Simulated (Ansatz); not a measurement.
Z-matrix (Å, degrees):
```
B
F 1 1.319
Cl 1 1.749 2 118.8
S 1 1.793 2 121.9 3 -180.0
H 4 1.344 1 95.1 2 -0.0
```

Total charge 0; spin multiplicity 1.

Task: List the CAM-B3LYP/def2-TZVPP orbital energies in eV (the Gaussian-basis code of Ansatz). (Estimate.)

Result: Computed: Occupied: -2764.84, -2420.47, -674.53, -259.64, -218.55, -198.69, -198.56, -198.53, -189.15, -163.13, -163.02, -162.95, -36.04, -25.57, -23.09, -17.73, -15.62, -15.35, -15.26, -12.97, -11.60, -11.52, -10.96, -9.70. Lowest empty: 0.51, 1.21, 1.88, 3.00, 3.55, 4.01, 4.19, 4.69.
